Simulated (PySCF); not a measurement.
SMILES C[Si](C)(C)[SiH2]CC=C (GFN2-xTB optimised geometry):

```
24

C      1.962    -2.898     1.053
C      1.271    -2.243     0.137
C      1.789    -1.105    -0.663
Si     1.103     0.561     0.000
Si    -1.230     0.561     0.000
C     -1.945    -0.317    -1.545
C     -1.905     2.350     0.000
C     -1.933    -0.318     1.547
H      1.536    -3.704     1.627
H      2.991    -2.656     1.262
H      0.238    -2.509    -0.050
H      2.878    -1.091    -0.630
H      1.489    -1.221    -1.705
H      1.696     0.749     1.333
H      1.705     1.601    -0.853
H     -1.598     0.154    -2.461
H     -3.031    -0.291    -1.556
H     -1.646    -1.361    -1.585
H     -1.577     2.896    -0.879
H     -1.558     2.898     0.871
H     -2.991     2.372     0.012
H     -1.574    -1.341     1.621
H     -3.019    -0.352     1.535
H     -1.632     0.195     2.456
```

Computed with PBE0/def2-SVP run with PySCF 2.14.0.

Task: What are the frontier orbital energies and the dipole moment?

Result: HOMO-2 -8.46 eV, HOMO-1 -7.73 eV, HOMO -6.93 eV, LUMO 0.33 eV, LUMO+1 0.53 eV; dipole moment 0.90 D.

Meta-Löwdin charges at PBE0/def2-SVP: C1 -0.26, C2 -0.08, C3 -0.39, Si4 0.34, Si5 0.65, C6 -0.54, C7 -0.54, C8 -0.54, H9 0.11, H10 0.10, H11 0.09, H12 0.11, H13 0.11, H14 -0.09, H15 -0.09, H16 0.11, H17 0.11, H18 0.11, H19 0.11, H20 0.11, H21 0.11, H22 0.11, H23 0.11, H24 0.11.
